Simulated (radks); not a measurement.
Spherical quantum dot in the effective-mass picture: electrons in a parabolic well V = omega^2 r^2 / 2 with omega = 0.391, all in effective atomic units (hartree* = m*/eps^2 hartree, bohr* = eps/m* bohr), one dielectric constant everywhere. Method: non-relativistic Kohn-Sham, PBEsol, spin-polarised, spherical densities; computed with a radial shooting solver with Libxc functionals. Levels are named by radial order and angular momentum (1s, 1p, 1d, 2s, ...), and open shells are averaged over m. Results are scaled to m* = 0.035 and eps = 10.3, for which hartree* = 8.977 meV and bohr* = 15.57 nm.

N = 3, configuration 1s2 1p(up 1, down 0). This is the lowest configuration that the search found. Occupied and some empty levels:

| level | occupation | eigenvalue (meV) | <r> (nm) |
|---|---|---|---|
| 1s up | 1 | 13.444 | 33.20 |
| 1s down | 1 | 13.747 | 32.58 |
| 1p up | 1 | 15.993 | 41.64 |
| 1p down | 0 | 16.386 | 41.56 |
| 1d up | 0 | 18.858 | 48.29 |
| 1d down | 0 | 19.258 | 48.56 |
| 2s up | 0 | 19.442 | 43.96 |
| 2s down | 0 | 19.664 | 44.39 |
| 1f up | 0 | 21.915 | 54.15 |
| 1f down | 0 | 22.280 | 54.57 |

Energy (meV): total 29.3534, kinetic 7.5549, external 12.462, Hartree 15.745, exchange-correlation -6.4085.
